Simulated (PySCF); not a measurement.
borazine (H₆B₃N₃), singlet, at a GFN2-xTB geometry. Base run: PBE/STO-3G in PySCF.

PySCF was given this input:
```python
from pyscf import gto, scf, dft

mol = gto.M(
    atom='''
B     0.981958   -1.045659   -0.108216
N     1.346318    0.281398    0.229442
B     0.406946    1.335958    0.344915
N    -0.951850    1.013597    0.104898
B    -1.388904   -0.290299   -0.236699
N    -0.394469   -1.294995   -0.334340
H     1.784179   -1.899921   -0.196625
H     2.319928    0.484895    0.395366
H     0.739405    2.427383    0.626698
H    -1.640194    1.746595    0.180757
H    -2.523585   -0.527462   -0.430073
H    -0.679734   -2.231490   -0.576122
''',
    basis='sto-3g',
    charge=0,
    spin=0,
    verbose=4,
    symmetry=True,
)

mf = dft.RKS(mol)
mf.xc = 'pbe'
mf.kernel()
mf.analyze()
```

The base run was repeated with changes; each row names its change, and settings that it needs were set with it.

```csv
change,ΔE vs base (mEh),point group used,SCF cycles,outcome
base,0.000,C2v,8,converged
irrep_nelec = A1:20 A2:2 B1:16 B2:4,-,-,36,not converged
irrep_nelec = A1:24 B1:14 B2:4,1035.4,C2v,12,converged
symmetry_subgroup = Cs,0.000,Cs,8,converged
irrep_nelec = A1:22 A2:2 B1:16 B2:2,-,-,50,not converged
irrep_nelec = A1:22 A2:4 B1:14 B2:2,-,-,11,not converged
symmetry = off,0.000,C1,8,converged
symmetry_subgroup = C2,0.000,C2,8,converged
```
